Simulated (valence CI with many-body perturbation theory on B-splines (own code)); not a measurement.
## Hyperfine factors and g values of Bi

Method: relativistic CI+MBPT: five valence electrons over a frozen Dirac-Fock core [Xe] 4f14 5d10, a basis of 9 s, 9 p, 8 d, 6 f, 3 g, 1 h functions for each j, with the one-electron correlation potential Σ1, the two-electron term Σ2, the three-electron term Σ3, Breit, model QED; selected CI, second order for the rest, scaled by the run's own slope (own B-spline code, finite nucleus).

Against 16 measured levels this calculation errs by 254 cm⁻¹ on average and by 606 at most. These come from a selection out of the NIST Handbook of Basic Atomic Spectroscopic Data. Levels without a partner in it may be off by more. Among the levels kept, up to 640 cm⁻¹ of a level comes from second order outside the variational space, and about a tenth of that is noise between levels of different J, which matters for small intervals.

A/g_I is the dipole constant over the nuclear g factor μ/I (μ in nuclear magnetons, uniformly magnetised nucleus), B/Q the quadrupole constant per barn. Both hold the static response of the core; the bare values leave it out. Large factors of s and p1/2 electrons are usually good to 5 to 10 %; those of open d and f shells near neutrality can be off by tens of per cent, and small factors of p3/2, d and f electrons come from cancelling terms and can be off by a factor of two or in sign, in half-filled shells by more. B is blank for J = 1/2, where it vanishes, and for nearly pure S terms. Energies count from the lowest level.

Levels are named by their leading jj configuration (3d3/2^4 stands for four electrons in 3d with j = 3/2), which in mixed levels can hold well under half, so a name can repeat and another be missing. Letters in brackets count levels of one name in rising energy.

| Level | E (eV) | g | A/g_I (MHz) | A/g_I bare | B/Q (MHz/b) | B/Q bare |
| --- | --- | --- | --- | --- | --- | --- |
| (6s^2 6p1/2^2 6p3/2) J=3/2 | 0.0000 | 1.633 | -454 | -677 | 685 | 533 |
| (6s^2 6p1/2 6p3/2^2) J=3/2 | 1.430 | 1.243 | -1400 | -1300 | 1370 | 1140 |
| (6s^2 6p1/2 6p3/2^2) J=5/2 | 1.928 | 1.201 | 2600 | 2330 | -98.3 | -77.1 |
| (6s^2 6p1/2 6p3/2^2) J=1/2 | 2.685 | 0.666 | 11900 | 11000 |  |  |
| (6s^2 6p1/2^2 7s) J=1/2 | 4.007 | 2.100 | 5170 | 4730 |  |  |
| (6s^2 6p3/2^3) J=3/2 | 4.140 | 1.261 | 458 | 359 | -2190 | -1800 |
| (6s^2 6p1/2^2 7p1/2) J=1/2 | 5.046 | 0.670 | 863 | 798 |  |  |
| (6s^2 6p1/2^2 7p3/2) J=3/2 | 5.272 | 1.339 | 72.8 | 52.4 | 52.0 | 39.3 |
| (6s^2 6p1/2^2 6d3/2) J=3/2 | 5.397 | 0.802 | 97.6 | 86.1 | -126 | -126 |
| (6s^2 6p1/2^2 6d5/2) J=5/2 | 5.506 | 1.207 | 4.67 | -0.760 | -233 | -217 |
| (6s^2 6p1/2 6p3/2 7s) J=3/2 [a] | 5.562 | 1.687 | -152 | -246 | 1410 | 1160 |
| (6s^2 6p1/2 6p3/2 7s) J=1/2 | 5.689 | 1.357 | -4080 | -3890 |  |  |
| (6s^2 6p1/2^2 8s) J=1/2 | 5.798 | 1.907 | 490 | 417 |  |  |
| (6s^2 6p1/2 6p3/2 7s) J=5/2 | 6.007 | 1.404 | 3880 | 3480 | 348 | 245 |
| (6s^2 6p1/2^2 8p1/2) J=1/2 | 6.112 | 0.668 | 273 | 252 |  |  |
| (6s^2 6p1/2 6p3/2 7s) J=3/2 [b] | 6.121 | 1.011 | 2810 | 2490 | 312 | 238 |
| (6s^2 6p1/2^2 8p3/2) J=3/2 | 6.187 | 1.334 | 20.1 | 13.4 | 36.3 | 29.0 |
| (6s^2 6p1/2^2 7d3/2) J=3/2 | 6.272 | 0.823 | 562 | 505 | 16.5 | 4.08 |
| (6s^2 6p1/2^2 7d5/2) J=5/2 | 6.283 | 1.202 | 18.0 | 14.9 | -53.8 | -54.2 |
| (5f7/2 6s^2 6p1/2^2) J=7/2 | 6.363 | 1.143 | 0.632 | 0.446 | -34.4 | -30.9 |
| (5f5/2 6s^2 6p1/2^2) J=5/2 | 6.363 | 0.857 | 1.51 | 1.28 | -26.9 | -24.5 |
| (6s^2 6p1/2^2 9s) J=1/2 | 6.401 | 2.006 | 576 | 529 |  |  |
| (6s^2 6p1/2^2 9p1/2) J=1/2 | 6.552 | 0.667 | 114 | 105 |  |  |
| (6s^2 6p1/2^2 9p3/2) J=3/2 | 6.583 | 1.331 | -24.9 | -27.1 | 43.0 | 34.9 |

(1) Take the isotope of mass number 209, with I = 9/2, μ = 4.092 μN, leaving out the quadrupole term. What is the hyperfine structure of (6s^2 6p1/2 6p3/2^2) J=1/2?

Results:

(1) From the table A = 10800 MHz. Shifts from the centre of gravity in MHz: F = 4: -29700, F = 5: 24300.
